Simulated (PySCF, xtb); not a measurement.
PbHF, SMILES [PbH][F] (connectivity only; charge and spin as stated), neutral, multiplicity 1.

GFN2-xTB in xtb at its own geometry gives an orbital gap of 2.73 eV and a dipole moment of 6.31 D.

Coordinates come from a B3LYP-D3(BJ)/def2-TZVP optimisation. The def2 effective core potentials stand for the cores of Pb; spin–orbit coupling is left out.

Task: What does PySCF with PBE/def2-TZVPD give? (Estimate from the structure and the level; the computed values follow.)

Result: gap 2.45 eV (levels -6.08 and -3.63 eV), dipole 3.66 D.
